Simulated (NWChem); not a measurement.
System: C3H4BFO; SMILES C(C)#CB(F)O

Parts of the log:

```
             Northwest Computational Chemistry Package (NWChem) 7.3.0
             --------------------------------------------------------

 C1  symmetry detected

                             Geometry "geometry" -> ""
                             -------------------------

 Output coordinates in angstroms (scale by  1.889725989 to convert to a.u.)

  No.       Tag          Charge          X              Y              Z
 ---- ---------------- ---------- -------------- -------------- --------------
    1 C                    6.0000    -0.02871650     3.02790409     0.00007133
    2 C                    6.0000    -0.01174763     1.57764994    -0.00141185
    3 C                    6.0000     0.00579153     0.35994812    -0.00084223
    4 B                    5.0000     0.01721632    -1.16630930    -0.00021460
    5 O                    8.0000     1.17676374    -1.85394756     0.00007755
    6 F                    9.0000    -1.13734216    -1.84314448     0.00006912
    7 H                    1.0000     0.23539100     3.41736792     0.99591471
    8 H                    1.0000    -1.02433650     3.41732250    -0.26311725
    9 H                    1.0000     0.69991843     3.43122716    -0.72037467
   10 H                    1.0000     1.03295067    -2.80750326     0.00050417

 Effective nuclear repulsion energy (a.u.)     187.0192376654

                                 NWChem DFT Module
                                 -----------------

 Summary of "ao basis" -> "ao basis" (spherical)
 ------------------------------------------------------------------------------
       Tag                 Description            Shells   Functions and Types
 ---------------- ------------------------------  ------  ---------------------
 C                          cc-pvdz                  6       14   3s2p1d
 B                          cc-pvdz                  6       14   3s2p1d
 O                          cc-pvdz                  6       14   3s2p1d
 F                          cc-pvdz                  6       14   3s2p1d
 H                          cc-pvdz                  3        5   2s1p

            General Information
            -------------------
          SCF calculation type: DFT
          Wavefunction type:  closed shell.
          No. of atoms     :    10
          No. of electrons :    44
           Alpha electrons :    22
            Beta electrons :    22
          Charge           :     0
          Spin multiplicity:     1
          Use of symmetry is: off; symmetry adaption is: off
          Maximum number of iterations: 150
          AO basis - number of functions:   104
                     number of shells:    48
          Convergence on energy requested:  1.00D-06
          Convergence on density requested:  1.00D-05
          Convergence on gradient requested:  5.00D-04

              XC Information
              --------------
                         B3LYP Method XC Potential
                     Hartree-Fock (Exact) Exchange  0.200
                        Slater Exchange Functional  0.800 local
                    Becke 1988 Exchange Functional  0.720 non-local
              Lee-Yang-Parr Correlation Functional  0.810
                  VWN I RPA Correlation Functional  0.190 local

             Grid Information
             ----------------
          Grid used for XC integration:  medium
          Radial quadrature: Mura-Knowles
          Angular quadrature: Lebedev.
          Tag              B.-S. Rad. Rad. Pts. Rad. Cut. Ang. Pts.
          ---              ---------- --------- --------- ---------
          C                   0.70       49          14.0       434
          B                   0.85       49          12.0       434
          O                   0.60       49          13.0       434
          F                   0.50       49          13.0       434
          H                   0.35       45          14.0       434
          Grid pruning is: on
          Number of quadrature shells:   474
          Spatial weights used:  Erf1

      Superposition of Atomic Density Guess
      -------------------------------------

 Sum of atomic energies:        -313.67603832

      Non-variational initial energy
      ------------------------------

 Total energy =    -316.406757
 1-e energy   =    -798.567323
 2-e energy   =     295.141328
 HOMO         =      -0.331865
 LUMO         =      -0.001798

     ---------------------------------------------
      Total Density - Mulliken Population Analysis
     ---------------------------------------------

    Atom       Charge   Shell Charges
 -----------   ------   -------------------------------------------------------
    1 C    6     6.07   2.00  0.72  0.28  2.00  1.02  0.04
    2 C    6     5.97   2.00  0.75  0.53  1.80  0.82  0.07
    3 C    6     6.46   2.00  0.75  0.82  2.04  0.81  0.04
    4 B    5     4.37   2.01  0.59  0.23  1.09  0.18  0.27
    5 O    8     8.47   2.00  0.87  0.79  3.06  1.74  0.01
    6 F    9     9.37   2.00  0.92  0.95  3.49  2.01  0.00
    7 H    1     0.87   0.66  0.18  0.03
    8 H    1     0.87   0.66  0.18  0.03
    9 H    1     0.87   0.66  0.18  0.03
   10 H    1     0.69   0.53  0.08  0.07

   convergence    iter        energy       DeltaE   RMS-Dens  Diis-err
 ---------------- ----- ----------------- --------- --------- ---------
 d= 0,ls=0.0,diis     1   -316.6275063539 -5.04D+02  1.47D-02  8.88D-01
 d= 0,ls=0.0,diis     2   -316.6221698331  5.34D-03  6.58D-03  1.16D+00
 d= 0,ls=0.0,diis     3   -316.7215533188 -9.94D-02  2.60D-03  9.78D-02
 d= 0,ls=0.0,diis     4   -316.7254157393 -3.86D-03  1.31D-03  6.03D-02
 d= 0,ls=0.0,diis     5   -316.7328925425 -7.48D-03  2.28D-04  1.47D-03
  Resetting Diis
 d= 0,ls=0.0,diis     6   -316.7330442804 -1.52D-04  6.63D-05  1.20D-04
 d= 0,ls=0.0,diis     7   -316.7330564208 -1.21D-05  3.91D-05  9.47D-06
 d= 0,ls=0.0,diis     8   -316.7330548150  1.61D-06  2.41D-05  2.75D-05
 d= 0,ls=0.0,diis     9   -316.7330572672 -2.45D-06  3.27D-06  2.35D-07
 d= 0,ls=0.0,diis    10   -316.7330572879 -2.07D-08  1.27D-06  5.20D-08

         Total DFT energy =     -316.733057287890
      One electron energy =     -803.502178514209
           Coulomb energy =      340.692546887132
    Exchange-Corr. energy =      -40.942663326178
 Nuclear repulsion energy =      187.019237665366

 Numeric. integr. density =       43.999997602811

                       DFT Final Molecular Orbital Analysis
                       ------------------------------------

 Vector   20  Occ=2.000000D+00  E=-3.592586D-01
              MO Center=  7.1D-01, -1.8D+00,  6.0D-04, r^2= 1.5D+00
   Bfn.  Coefficient  Atom+Function         Bfn.  Coefficient  Atom+Function
  ----- ------------  ---------------      ----- ------------  ---------------
    62      0.555800   5 O  pz               65      0.384448   5 O  pz
    76     -0.286232   6 F  pz               79     -0.203963   6 F  pz
    48      0.140355   4 B  pz               34      0.063300   3 C  pz
    51      0.060166   4 B  pz               55     -0.048694   4 B  d  1
    20      0.031791   2 C  pz              104      0.027569  10 H  pz

 Vector   21  Occ=2.000000D+00  E=-2.738313D-01
              MO Center=  5.8D-02,  9.3D-01,  2.0D-02, r^2= 2.3D+00
   Bfn.  Coefficient  Atom+Function         Bfn.  Coefficient  Atom+Function
  ----- ------------  ---------------      ----- ------------  ---------------
    34      0.412424   3 C  pz               20      0.378960   2 C  pz
    37      0.244009   3 C  pz               23      0.222713   2 C  pz
    62     -0.144113   5 O  pz               85     -0.137548   7 H  s
     6     -0.116315   1 C  pz               65     -0.107696   5 O  pz
    95      0.099934   9 H  s                86     -0.093540   7 H  s

 Vector   22  Occ=2.000000D+00  E=-2.687177D-01
              MO Center= -3.3D-02,  1.1D+00, -2.2D-02, r^2= 2.0D+00
   Bfn.  Coefficient  Atom+Function         Bfn.  Coefficient  Atom+Function
  ----- ------------  ---------------      ----- ------------  ---------------
    32      0.415708   3 C  px               18      0.402328   2 C  px
    21      0.252857   2 C  px               35      0.218354   3 C  px
    90      0.140842   8 H  s                 4     -0.116928   1 C  px
    95     -0.103696   9 H  s                91      0.096628   8 H  s
    75      0.090023   6 F  py               96     -0.071208   9 H  s

 Vector   23  Occ=0.000000D+00  E=-1.820574D-02
              MO Center=  5.1D-02,  1.7D-01,  2.0D-02, r^2= 3.9D+00
   Bfn.  Coefficient  Atom+Function         Bfn.  Coefficient  Atom+Function
  ----- ------------  ---------------      ----- ------------  ---------------
    23      0.433375   2 C  pz               48     -0.431360   4 B  pz
    20      0.374563   2 C  pz               51     -0.293726   4 B  pz
    37     -0.285189   3 C  pz               86     -0.273078   7 H  s
    62      0.214319   5 O  pz               65      0.208116   5 O  pz
    96      0.197713   9 H  s                34     -0.192758   3 C  pz

 Vector   24  Occ=0.000000D+00  E= 3.150015D-02
              MO Center=  1.3D-01,  5.1D-01, -4.6D-02, r^2= 5.7D+00
   Bfn.  Coefficient  Atom+Function         Bfn.  Coefficient  Atom+Function
  ----- ------------  ---------------      ----- ------------  ---------------
   101     -0.508820  10 H  s                91      0.483512   8 H  s
    21      0.469453   2 C  px               35     -0.444753   3 C  px
    18      0.383994   2 C  px               96     -0.383413   9 H  s
    59      0.377131   5 O  s                32     -0.330948   3 C  px
     7      0.248657   1 C  px               90      0.151877   8 H  s

[...]
```

Level: B3LYP/cc-pVDZ. All runs use the structure optimised with PBE0/def2-SVP.

Q: Write an input that gives this output.

A: Several could match; the one computed here: the input that was run:
```
start job
memory heap 200 mb stack 900 mb global 1100 mb
geometry units angstroms noautoz
  C     -0.032697     3.016974     0.007405
  C     -0.011017     1.566905    -0.011492
  C      0.010048     0.349333    -0.024922
  B      0.026123    -1.176764    -0.043953
  O      1.164403    -1.863940     0.178543
  F     -1.102908    -1.853920    -0.284494
  H      0.025490     3.391810     1.041451
  H     -0.956775     3.409892    -0.444114
  H      0.824053     3.431116    -0.546749
  H      1.026543    -2.817447     0.136473
end
basis spherical
  * library cc-pvdz
end
dft
  xc b3lyp
  iterations 150
  mulliken
end
task dft energy
```
